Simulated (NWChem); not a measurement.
SiH₄O₃; SMILES O[SiH](O)O

```xyz
8

Si     0.0245    -0.0364     0.3448
O     -1.5159     0.3326    -0.1801
O      0.4255    -1.5567    -0.2056
O      0.9725     1.2064    -0.2639
H      0.1672    -0.1441     1.8270
H     -1.6318     1.2735    -0.3999
H      0.1816    -1.7188    -1.1347
H      1.8827     1.2408     0.0773
```
Atoms are numbered in this order, from 1.

All runs use the structure optimised with PBE-D3(BJ)/def2-SVP.

Task: List the 4 lowest vertical singlet excitations from Hartree-Fock/6-31+G* (spherical d), CIS (NWChem).

Result: 
| state | energy (eV) | oscillator strength | leading excitation (squared amplitude) |
|---|---|---|---|
| S1 | 9.47 | 0.010 | HOMO−1 → LUMO (0.45) |
| S2 | 9.66 | 0.062 | HOMO → LUMO (0.30) |
| S3 | 9.79 | 0.063 | HOMO−1 → LUMO+1 (0.13) |
| S4 | 10.20 | 0.048 | HOMO → LUMO (0.20) |
